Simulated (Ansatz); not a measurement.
Frontier orbitals of C2HCl2In, SMILES `C#[C][In]([Cl])[Cl]`.

```xyz
6

C    -0.600    1.839    0.733
C    -0.249    0.767    0.306
In    0.346   -1.059   -0.422
Cl    0.088   -1.666   -2.627
Cl    1.325   -2.669    0.899
H    -0.910    2.788    1.111
```

Total charge 0; spin multiplicity 1. Correlated methods include outer-core shells of In, which these sets cover unevenly. In: def2 effective core potential. The structure was optimised at the PBE0-D4/def2-TZVP level. Basis def2-TZVPP, the Gaussian-basis code of Ansatz.

Orbital energies of one run (eV). Highest occupied ones, from the top: -7.41, -7.50, -7.51, -7.61, -7.66, -8.08, -8.87, -9.38, -11.64, -13.75, -18.64, -18.85, -19.27, -20.01. Empty: -2.78, -2.73, -1.19, 0.05, 0.69, 0.73.

Problem. Which functional gave them?
A. B3LYP
B. ωB97M-V
C. B97M-V
D. BLYP

Solution. D. HOMO energies: BLYP -7.41, B97M-V -7.80, ωB97M-V -11.11, B3LYP -8.57 eV.

B3LYP here is the variant with VWN-RPA as its local correlation; programs differ in this.
